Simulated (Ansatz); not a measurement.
Ansatz results at the PBE0-D4/def2-TZVP geometry: HOMO energy (PBE0/def2-TZVPP) -10.37 eV; HOMO energy (ωB97M-V/def2-TZVPP) -12.51 eV; size of the dipole moment (PBE/def2-TZVPP) 0.00 D.

Each molecule was computed in one conformer, which needn't be the lowest.

(1) Which molecule gave them?
A. `F[Si](F)(F)[Si](F)(F)F`
B. `C[SiH](N)Br`
C. `CC(C)[SiH2]Cl`
D. `CS[Si](F)(F)F`

Results:

(1) A. The others give `CS[Si](F)(F)F`: -7.84, -10.04, 2.42; `C[SiH](N)Br`: -7.71, -9.99, 2.18; `CC(C)[SiH2]Cl`: -8.19, -10.40, 1.86.
